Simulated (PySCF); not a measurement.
Mapped SMILES: `[CH3:1][O:2][CH2:3][C:4](=[O:5])/[CH:6]=[CH:7]/[SiH:8]([CH3:9])[CH3:10]`. Hydrogens are named by the atom that carries them.

How the numbers were obtained: PBE0/pcSseg-1 with gauge-including orbitals, coordinates at the GFN2-xTB level, in PySCF 2.14 (rapidly exchanging positions averaged, in vacuum, one conformer, non-relativistic Hamiltonian).

Scale: ¹³C, ¹H, ²⁹Si vs TMS; ¹⁷O vs H2O (reference shieldings calculated alike).

| atoms | nucleus | count | Hirshfeld charge | δ (ppm) |
| --- | --- | --- | --- | --- |
| Si8 | ²⁹Si | 1 | 0.39 | ? |
| C4 | ¹³C | 1 | 0.15 | ? |
| H(C3) | ¹H | 2 | 0.05 | 4.07 |
| C3 | ¹³C | 1 | -0.01 | 83.2 |
| C1 | ¹³C | 1 | -0.04 | 60.3 |
| C6 | ¹³C | 1 | -0.06 | 142.7 |
| H(Si8) | ¹H | 1 | -0.08 | ? |
| H(C7) | ¹H | 1 | 0.04 | ? |
| O2 | ¹⁷O | 1 | -0.14 | 19.3 |
| C9/C10 | ¹³C | 2 | -0.21 | -2.5 |
| O5 | ¹⁷O | 1 | -0.23 | 649.5 |
| C7 | ¹³C | 1 | -0.11 | ? |
| H(C9)/H(C10) | ¹H | 6 | 0.04 | 0.24 |
| H(C1) | ¹H | 3 | 0.04 | 3.38 |
| H(C6) | ¹H | 1 | 0.04 | 7.55 |

Task: Fill in the missing shifts.

Result: 
- C4: 205.1 ppm, ketone carbonyl carbon; the double bond to the heteroatom, with no lone-pair donor beside it, deshields it most
- C7: 159.0 ppm, β carbon of a C=C–C=O unit; conjugation with the carbonyl draws π density from the β position
- H(C7): 7.88 ppm, hydrogen on a β carbon of a C=C–C=O unit; a vinylic proton, deshielded by the sp2 carbon and the C=C anisotropy
- H(Si8): 4.64 ppm, hydrogen on a silicon bonded to 3 C
- Si8: -18.1 ppm, silicon bonded to 3 C, H

Shifts are as computed. Against solution values, carbons near 30 ppm lie about +3 ppm off and those near 130 ppm about +5 ppm. Of 1211 compounds with measured shifts, 218 miss one by over three times the rms of a fit or turn the order of signals round; such compounds aren't used in these exercises. Unscaled 17O shifts of doubly bonded oxygen tend to come out too high, by tens of ppm or more. Experimental scales use liquid or dissolved standards, which lie at an offset from isolated H2O (liquid H2O: subtract about 36 ppm).
